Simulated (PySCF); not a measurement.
Choosing a molecule for a target property.

Each SMILES stands for a single optimised conformer of the isolated species, non-relativistic unless stated; the electronic structure was computed with PySCF and density fitting.

Dipoles, sizes and rotational constants follow the conformer. The torsions of the flexible species, by atom-mapped SMILES:
- `[CH3:1][CH2:2][N:3]([S:4]([CH3:5])(=[O:6])=[O:7])[S:8](=[O:9])(=[O:10])[F:11]`: C1–C2–N3–S4 -66°, C2–N3–S4–C5 -133°, C2–N3–S8–O9 171°
- `[CH3:1][C:2]([SiH3:3])=[C:4]=[P:5][CH2:6][C:7]([F:8])([F:9])[F:10]`: C4–P5–C6–C7 -63°, P5–C6–C7–F8 75°
- `[CH:1]#[C:2][CH2:3][C@@H:4]1[CH2:5][SiH2:6][Si@H:7]1[NH2:8]`: C2–C3–C4–C5 -63°, H–N8–Si7–Si6 45°, H–N8–Si7–Si6 -93°

The conformers of `C[C@H]1C=NN(C2CCC2)C1`, `CC[C@@H]1C[C@H](C#N)[C@@H](F)[SiH2]1`, `OC1CCCCC1` and `F[C@@]12C=C[C@H]3[C@@H]1[C@H]32` aren't listed.

Question: Wanted: HOMO–LUMO gap below 6.56 eV (PBE0/pcSseg-1) and HOMO energy above -6 eV (PBE0/pcSseg-1), at GFN2-xTB geometries. Which candidate meets both?
A. `F[C@@]12C=C[C@H]3[C@@H]1[C@H]32`
B. `C(F)(F)(F)CP=C=C([SiH3])C`
C. `C[C@H]1C=NN(C2CCC2)C1`
D. `C#CC[C@@H]1C[SiH2][Si@H]1N`
E. `CCN(S(C)(=O)=O)S(=O)(=O)F`
F. `CC[C@@H]1C[C@H](C#N)[C@@H](F)[SiH2]1`
G. `OC1CCCCC1`

Answer: C. Computed values:
```csv
species,HOMO–LUMO gap,HOMO energy
C(F)(F)(F)CP=C=C([SiH3])C,5.60 eV,-7.13 eV
C[C@H]1C=NN(C2CCC2)C1,6.10 eV,-5.65 eV
C#CC[C@@H]1C[SiH2][Si@H]1N,6.50 eV,-6.78 eV
F[C@@]12C=C[C@H]3[C@@H]1[C@H]32,6.61 eV,-6.67 eV
CC[C@@H]1C[C@H](C#N)[C@@H](F)[SiH2]1,8.12 eV,-8.19 eV
OC1CCCCC1,8.86 eV,-7.44 eV
CCN(S(C)(=O)=O)S(=O)(=O)F,9.41 eV,-9.18 eV
```
